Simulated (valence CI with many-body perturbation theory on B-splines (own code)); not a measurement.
Values are calculated unless marked as measured or tabulated.
Assign the levels of Ca14+

Level of theory: relativistic CI+MBPT: four valence electrons over a frozen Dirac-Fock core [He], radial functions for each j: 11 s, 11 p, 10 d, 8 f, 5 g, 2 h, with the one-electron correlation potential Σ1, the two-electron term Σ2, the three-electron term Σ3, Breit, model QED; selected CI, second order for the rest, scaled by the run's own slope (own B-spline code, finite nucleus).

No measured spectrum was set against this ion. As an estimate, levels of excited configurations hold to 0.05 to 0.15 % of their energy, terms of the ground configuration to about 0.5 %. Among the levels kept, up to 880 cm⁻¹ of a level comes from second order outside the variational space, and about a tenth of that is noise between levels of different J, which matters for small intervals.

```tsv
No.	J	Parity	E (eV)	g
2	1	even	2.176	1.499
3	2	even	4.453	1.471
4	2	even	13.487	1.026
6	2	odd	34.187	1.997
7	2	odd	61.594	1.183
8	1	odd	61.707	0.533
9	3	odd	62.034	1.332
11	1	odd	72.290	1.470
12	2	odd	72.644	1.477
13	1	odd	90.430	1.943
14	2	odd	90.535	1.004
15	1	odd	101.051	1.048
16	2	even	137.363	1.482
17	1	even	140.628	1.499
```

Energies count from the lowest level. Strongly mixed levels and levels close to another of their J and parity, and those with J = 0 are left out, so the numbers can have gaps.

Q: Give configuration and LS term of each level.

A: 2: 2s²2p² ³P; 3: 2s²2p² ³P; 4: 2s²2p² ¹D; 6: 2s2p³ ⁵S°; 7: 2s2p³ ³D°; 8: 2s2p³ ³D°; 9: 2s2p³ ³D°; 11: 2s2p³ ³P°; 12: 2s2p³ ³P°; 13: 2s2p³ ³S°; 14: 2s2p³ ¹D°; 15: 2s2p³ ¹P°; 16: 2p⁴ ³P; 17: 2p⁴ ³P.
